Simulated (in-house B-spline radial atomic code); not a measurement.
Successive ionisation energies of strontium; each step leads to the configuration of the next row (after the last: [Ar] 3d3/2(4) 3d5/2(1)). Dirac energy differences include first-order Breit, QED and recoil terms. NIST's values go from ground level to ground level; the uncertainty of those that are theory runs from under 0.1 % in few-electron ions to several per cent in heavy many-electron ones. Computed with an all-electron radial atomic-structure program (B-spline basis): Dirac-Hartree-Fock, jj configuration that fills j = l - 1/2 first, finite nuclei.

A number in brackets counts the electrons of a j subshell.

```json
{"ion": "Sr", "configuration": "[Kr] 5s2", "ionisation energy (eV)": "4.7", "tabulated value (eV)": "5.694867", "tabulated kind": "measured", "computed minus tabulated (eV)": "-0.9", "highest orbital": "5s1/2", "largest mean radius (bohr)": "4.564"}
{"ion": "Sr+", "configuration": "[Kr] 5s1", "ionisation energy (eV)": "10.4", "tabulated value (eV)": "11.03028", "tabulated kind": "measured", "computed minus tabulated (eV)": "-0.6", "highest orbital": "5s1/2", "largest mean radius (bohr)": "4.0538"}
{"ion": "Sr2+", "configuration": "[Ar] 3d10 4s2 4p6", "ionisation energy (eV)": "41.8", "tabulated value (eV)": "42.88353", "tabulated kind": "measured", "computed minus tabulated (eV)": "-1.1", "highest orbital": "4p3/2", "largest mean radius (bohr)": "1.5646"}
{"ion": "Sr3+", "configuration": "[Ar] 3d10 4s2 4p1/2(2) 4p3/2(3)", "ionisation energy (eV)": "?", "tabulated value (eV)": "?", "tabulated kind": "semi-empirical", "computed minus tabulated (eV)": "?", "highest orbital": "?", "largest mean radius (bohr)": "?"}
{"ion": "Sr4+", "configuration": "[Ar] 3d10 4s2 4p1/2(2) 4p3/2(2)", "ionisation energy (eV)": "?", "tabulated value (eV)": "?", "tabulated kind": "semi-empirical", "computed minus tabulated (eV)": "?", "highest orbital": "?", "largest mean radius (bohr)": "?"}
{"ion": "Sr5+", "configuration": "[Ar] 3d10 4s2 4p1/2(2) 4p3/2(1)", "ionisation energy (eV)": "86.3", "tabulated value (eV)": "88", "tabulated kind": "tabulated theory", "computed minus tabulated (eV)": "-1.7", "highest orbital": "4p3/2", "largest mean radius (bohr)": "1.416"}
{"ion": "Sr6+", "configuration": "[Ar] 3d10 4s2 4p1/2(2)", "ionisation energy (eV)": "102.9", "tabulated value (eV)": "104", "tabulated kind": "tabulated theory", "computed minus tabulated (eV)": "-1.1", "highest orbital": "4p1/2", "largest mean radius (bohr)": "1.3606"}
{"ion": "Sr7+", "configuration": "[Ar] 3d10 4s2 4p1/2(1)", "ionisation energy (eV)": "?", "tabulated value (eV)": "?", "tabulated kind": "semi-empirical", "computed minus tabulated (eV)": "?", "highest orbital": "?", "largest mean radius (bohr)": "?"}
{"ion": "Sr8+", "configuration": "[Ar] 3d10 4s2", "ionisation energy (eV)": "156.0", "tabulated value (eV)": "158.33", "tabulated kind": "semi-empirical", "computed minus tabulated (eV)": "-2.3", "highest orbital": "4s1/2", "largest mean radius (bohr)": "1.215"}
{"ion": "Sr9+", "configuration": "[Ar] 3d10 4s1", "ionisation energy (eV)": "176.1", "tabulated value (eV)": "177.3", "tabulated kind": "measured", "computed minus tabulated (eV)": "-1.2", "highest orbital": "4s1/2", "largest mean radius (bohr)": "1.1896"}
{"ion": "Sr10+", "configuration": "[Ar] 3d10", "ionisation energy (eV)": "322.3", "tabulated value (eV)": "324.07", "tabulated kind": "measured", "computed minus tabulated (eV)": "-1.8", "highest orbital": "3d5/2", "largest mean radius (bohr)": "0.49496"}
{"ion": "Sr11+", "configuration": "[Ar] 3d3/2(4) 3d5/2(5)", "ionisation energy (eV)": "365.3", "tabulated value (eV)": "362", "tabulated kind": "tabulated theory", "computed minus tabulated (eV)": "3.3", "highest orbital": "3d5/2", "largest mean radius (bohr)": "0.48883"}
{"ion": "Sr12+", "configuration": "[Ar] 3d3/2(4) 3d5/2(4)", "ionisation energy (eV)": "410.1", "tabulated value (eV)": "408", "tabulated kind": "tabulated theory", "computed minus tabulated (eV)": "2.1", "highest orbital": "3d5/2", "largest mean radius (bohr)": "0.48272"}
{"ion": "Sr13+", "configuration": "[Ar] 3d3/2(4) 3d5/2(3)", "ionisation energy (eV)": "456.5", "tabulated value (eV)": "454", "tabulated kind": "tabulated theory", "computed minus tabulated (eV)": "2.5", "highest orbital": "3d5/2", "largest mean radius (bohr)": "0.47666"}
{"ion": "Sr14+", "configuration": "[Ar] 3d3/2(4) 3d5/2(2)", "ionisation energy (eV)": "504.7", "tabulated value (eV)": "499", "tabulated kind": "tabulated theory", "computed minus tabulated (eV)": "5.7", "highest orbital": "3d5/2", "largest mean radius (bohr)": "0.47066"}
```

**Question.** Fill in the row of Sr3+.

**Answer.** ionisation energy (eV): 55.9; tabulated value (eV): 56.28; computed minus tabulated (eV): -0.4; highest orbital: 4p3/2; largest mean radius (bohr): 1.5083.

**Question.** Fill in the row of Sr4+.

**Answer.** ionisation energy (eV): 70.7; tabulated value (eV): 70.7; computed minus tabulated (eV): 0.0; highest orbital: 4p3/2; largest mean radius (bohr): 1.4595.

**Question.** Fill in the row of Sr7+.

**Answer.** ionisation energy (eV): 120.7; tabulated value (eV): 121.21; computed minus tabulated (eV): -0.5; highest orbital: 4p1/2; largest mean radius (bohr): 1.3232.

**Question.** Where is the largest jump?

**Answer.** From Sr+ to Sr2+, by a factor of 4.01 (10.438 to 41.811 eV); the highest orbital goes from 5s1/2 to 4p3/2.

**Question.** How far is this level of theory from the measured and semi-empirical values?

**Answer.** Over those 9 rows the differences run from -2.32 to +0.0194 eV (mean absolute value 0.99 eV). The calculation leaves out correlation and, in open shells, the multiplet splittings that an average leaves out.
